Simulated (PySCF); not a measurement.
Excitations are Tamm–Dancoff values on a coarser integration grid. The basis has no diffuse functions, so Rydberg states are missing or too high.

Cartesian coordinates (Å):
```xyz
7

S      1.3032    -0.9178     0.0894
C     -0.4302    -0.3693     0.0183
S     -0.7148     1.4228    -0.1144
H      1.6935    -0.3326    -1.0551
H     -0.8945    -0.7649     0.9193
H     -0.9346    -0.8053    -0.8417
H     -0.0226     1.7671     0.9842
```
Charge 0, spin multiplicity 1.

Problem. Predict the dipole moment, LUMO, total energy, HOMO–LUMO gap and S1 excitation (TDA) from ωB97X-D3(BJ)/def2-TZVP // B3LYP-D3(BJ)/def2-TZVP (PySCF 2.14.0).

Solution. 
```json
{
  "dipole_moment": "0.43 D",
  "LUMO": "1.83 eV",
  "total_energy": "-836.9794 Ha",
  "HOMO–LUMO gap": "11.10 eV",
  "S1 excitation (TDA)": "5.31 eV"
}
```
